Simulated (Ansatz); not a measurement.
Start from `[CH3][AlH][OH]` and change one atom or group to get `[CH3][Al]([OH])[F]`.

Ansatz, PBE0-D4/def2-TZVP geometries, multiplicity 1. Each molecule was computed in one conformer, which needn't be the lowest.

```
                                        property  `[CH3][AlH][OH]`
size of the dipole moment (B3LYP/def2-TZVPP) / D              0.61
           LUMO energy (ωB97M-V/def2-TZVPP) / eV              1.11
              HOMO energy (PBE0/def2-TZVPP) / eV             -7.97
         HOMO–LUMO gap (ωB97M-V/def2-TZVPP) / eV             11.31
             LUMO energy (B3LYP/def2-TZVPP) / eV             -0.68
           HOMO–LUMO gap (B3LYP/def2-TZVPP) / eV              7.09
```

Question: Give the same properties after the change, and the shifts. (An estimate is asked.)

Answer: Ansatz gave: 
```tsv
property	`[CH3][Al]([OH])[F]`	shift
size of the dipole moment (B3LYP/def2-TZVPP) / D	0.65	0.04
LUMO energy (ωB97M-V/def2-TZVPP) / eV	1.25	0.14
HOMO energy (PBE0/def2-TZVPP) / eV	-8.93	-0.96
HOMO–LUMO gap (ωB97M-V/def2-TZVPP) / eV	12.47	1.16
LUMO energy (B3LYP/def2-TZVPP) / eV	-0.59	0.09
HOMO–LUMO gap (B3LYP/def2-TZVPP) / eV	8.10	1.01
```

With PBE0 the HOMO falls by 0.96 eV and the LUMO rises by 0.20 eV, so the gap widens by about 1.16 eV. PBE moves the HOMO by -0.88 eV and ωB97M-V by -1.02 eV. Dipoles are sizes alone; their direction can turn.

B3LYP here is the variant with VWN-RPA as its local correlation; programs differ in this.
